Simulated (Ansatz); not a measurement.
Molecule: NS, net charge 0, doublet state. SMILES: [N]=S
Coordinates optimised at B3LYP-D3(BJ)/def2-TZVP (Ansatz, a program for electronic structure):
```xyz
2

N      0.0000     0.0000    -1.0378
S      0.0000     0.0000     0.4540
```
Charge 0, spin multiplicity 2.

Property: atomisation energy (electronic, to ground-state atoms), in kcal/mol. Valence correlation only, unless marked. UHF or UKS for open shells. No spin-orbit coupling. Non-relativistic. The coupled-cluster limit lacks core correlation, which all-electron functionals hold. Basis-set limits of correlation are two-point, X^-3; Hartree-Fock from the larger set (for Q and 5 zeta extrapolated as (X+1)exp(-9√X)).

The UHF reference is spin-contaminated (<S^2> 0.24 over the pure value in the largest basis). The T1 diagnostic of CCSD in the largest basis is 0.063, which is high, so the coupled-cluster rows are less sure than usual.

| level | program | atomisation energy (kcal/mol) |
|---|---|---|
| revPBE/def2-TZVPD | Ansatz | (withheld) |
| B3LYP-D4/def2-TZVPD | Ansatz + dftd4 | (withheld) |
| LC-wPBE-D4/def2-TZVPD | Ansatz + dftd4 | 108.3 |
| CCSD/cc-pwCVTZ | Ansatz | (withheld) |
| CCSD/def2-QZVPP | Ansatz | 99.1 |
| CCSD(T)/CBS(cc-pV(Q+d)Z,cc-pV(5+d)Z) | Ansatz | 113.0 |

Problem. Some entries are withheld; supply them.

Solution. 
- revPBE/def2-TZVPD, atomisation energy (kcal/mol): 121.2
- B3LYP-D4/def2-TZVPD, atomisation energy (kcal/mol): 115.5
- CCSD/cc-pwCVTZ, atomisation energy (kcal/mol): 94.5
